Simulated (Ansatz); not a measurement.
The cluster Ag₃Te₄⁺ (the lowest singlet isomer of a short search). Total charge 1; singlet. Geometry PBE-D4/def2-SVP, basis def2-TZVP, Ansatz.

```xyz
7

Ag   -0.4429    1.6810    1.5769
Ag    0.5673   -1.6952   -1.5210
Ag   -1.7549    0.1988   -0.7887
Te    0.3669    0.9369   -2.3392
Te    1.8722    1.0751    0.0679
Te    1.0598   -1.4072    1.2499
Te   -1.6685   -0.7895    1.7543
```

| run | HOMO (eV) | LUMO (eV) |
| --- | --- | --- |
| A | -9.14 | -7.68 |
| B | -9.64 | -7.30 |
| C | -10.01 | -6.94 |
| D | -9.31 | -7.62 |
| E | -8.97 | -7.57 |

In the def2 sets Ag, Te take a core potential; there is no spin–orbit coupling. HSE06 is defined as in plane-wave codes, on full-range PBE exchange. The structure comes from a short search, and lower isomers may exist.

Task: The runs used BLYP, HSE06, PBE, PBE0, r2SCAN. Estimate which is which.

Result: A PBE (0 % exact exchange); B HSE06 (range-separated); C PBE0 (25 % exact exchange); D r2SCAN (0 % exact exchange); E BLYP (0 % exact exchange). Exact exchange lowers occupied and raises empty levels; among semilocal functionals meta-GGAs tend to open the gap a little, and such runs are hard to tell apart. The gap grows from 1.40 eV (BLYP) to 3.08 eV (PBE0).
